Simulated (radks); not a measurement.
Results of a calculation; reference values are marked as such.
Spherical quantum dot in the effective-mass picture: electrons in a parabolic well V = omega^2 r^2 / 2 with omega = 0.536, all in effective atomic units (hartree* = m*/eps^2 hartree, bohr* = eps/m* bohr), one dielectric constant everywhere. Level of theory: non-relativistic Kohn-Sham, exchange-only LDA, spin-polarised, spherical densities (a radial shooting solver with Libxc functionals). Levels are named by radial order and angular momentum (1s, 1p, 1d, 2s, ...), and open shells are averaged over m. Each electron was tried in the lowest free levels, single moves between levels near the top were tried too, and the lowest total energy was kept; such a search can miss a lower state. At N = 1 the Hartree and exchange-correlation terms need not cancel, so that row can carry a self-interaction error.

N        open shells  2S  mu = E(N) - E(N-1) (hartree*)  addition energy mu(N+1) - mu(N) (hartree*)  e(HOMO) (hartree*)  rms radius (bohr*)
1   1s(up 1, down 0)   1                        0.84606                                      0.5507              1.0518               1.695
2               none   0                         1.3968                                      0.7785              1.5740               1.838
3   1p(up 1, down 0)   1                         2.1753                                      0.3274              2.3377               2.080
4   1p(up 2, down 0)   2                         2.5027                                      0.3283              2.6675               2.227
5   1p(up 3, down 0)   3                         2.8309                                      0.4359              2.9934               2.339
6   1p(up 3, down 1)   2                         3.2668                                      0.2866              3.4083               2.441
7   1p(up 3, down 2)   1                         3.5533                                      0.2908              3.6988               2.529
8               none   0                         3.8441                                      0.6125              3.9890               2.608
9   1d(up 1, down 0)   1                         4.4566                                      0.2601              4.5869               2.708
10  1d(up 2, down 0)   2                         4.7167                                      0.2584              4.8463               2.795
11  1d(up 3, down 0)   3                         4.9752                                      0.2559              5.1036               2.873
12  1d(up 4, down 0)   4                         5.2311                                      0.2529              5.3580               2.944
13  1d(up 5, down 0)   5                         5.4840                                      0.3372              5.6094               3.010
14  1d(up 5, down 1)   4                         5.8212                                      0.2354              5.9388               3.073
15  1d(up 5, down 2)   3                         6.0566                                      0.2350              6.1742               3.133
16  1d(up 5, down 3)   2                         6.2915                                      0.2336              6.4086               3.189
17  1d(up 5, down 4)   1                         6.5252                                      0.2318              6.6414               3.242
18              none   0                         6.7570                                      0.2864              6.8722               3.293
19  2s(up 1, down 0)   1                         7.0433                                      0.2684              7.1592               3.343
20              none   0                         7.3117                                      0.3953              7.4253               3.392
21  1f(up 1, down 0)   1                         7.7070                                      0.2122              7.8133               3.445
22  1f(up 2, down 0)   2                         7.9192                                           -              8.0248               3.495

All shells are closed at N = 2, 8, 18, 20 (there: 1s2 1p6 1d10 2s2); the second difference of the energy has clear peaks (12 % above both neighbours; the first and last values, which can be the largest, are not judged, and half-filled shells can peak too) at N = 2, 5, 8, 13, 20.
